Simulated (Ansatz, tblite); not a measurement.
Forces on the cluster Be₃⁺ at its PBE0/def2-TZVP geometry. Charge 1, multiplicity 2.

The xTB rows come from tblite. The structure comes from a short search, and lower isomers may exist.

GFN1-xTB (tblite), largest force 0.89 eV/Å:

```xyz
3
positions Å, forces eV/Å
Be    0.000    0.000    0.000    0.000    0.000    0.000
Be    2.095   -0.647   -0.075   -0.853    0.263    0.030
Be   -2.095    0.647    0.075    0.853   -0.263   -0.030
```

GFN2-xTB (tblite), largest force 0.85 eV/Å:

```
Be 0.000 0.000 0.000
Be -0.810 0.250 0.029
Be 0.810 -0.250 -0.029
```

ωB97X-V/def2-TZVP (Ansatz), largest force 0.14 eV/Å:

```
Be 0.000 0.000 0.000
Be 0.132 -0.041 -0.005
Be -0.132 0.041 0.005
```
